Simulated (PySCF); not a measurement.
NICS in isomers of C9H9F.

Definitions: NICS(0) = −σiso at the ring centroid; NICS(1) = −σiso and NICS(1)zz = −σzz at ±1 Å along the ring normal z. Level: GIAO PBE0/pcSseg-1 (PySCF, non-relativistic, gas phase) on the GFN2-xTB geometries, one conformer each. Atom numbers follow the mapped SMILES.

Question: Order these rings by mean NICS(1)zz, lowest (most negative) first (ppm).
A. ring C4–C5–C6–C7–C8–C9 in `[CH3:1]/[CH:2]=[CH:3]/[c:4]1[cH:5][cH:6][cH:7][cH:8][c:9]1[F:10]`
B. ring C4–C5–C6–C9 in `[CH:1]#[C:2][CH2:3][C@@H:4]1[CH2:5]/[C:6](=[CH:7]\[F:8])[C:9]1=[CH2:10]`
C. ring C5–C6–C7–C8–C9–C10 in `[CH3:1][C@@:2]1([F:3])[CH2:4][c:5]2[cH:6][cH:7][cH:8][cH:9][c:10]21`

Answer: C (-28.0), A (-25.7), B (2.2).

```tsv
SMILES	ring	NICS(0)	NICS(1)	NICS(1)zz	HOMA	rms pucker (Å)	ring atoms with four or more neighbours
C[C@@]1(F)Cc2ccccc21	6-membered carbocycle; formal bonds all aromatic	-8.7	-11.2	-28.0	0.97	0.00	0
C/C=C/c1ccccc1F	6-membered carbocycle; formal bonds all aromatic	-9.4	-10.8	-25.7	0.99	0.00	0
C#CC[C@@H]1C/C(=C\F)C1=C	4-membered carbocycle; formal bonds all single	1.6	-1.4	2.2	–	0.00	2
```

NICS(0) gives another order. The isotropic NICS(1) gives the same order. HOMA uses Krygowski's 1993 parameters; it is left out where a ring has a four-coordinate atom, a triple bond, no multiple bond or a kind of bond without parameters. NICS(1) and NICS(1)zz are means over the two faces.
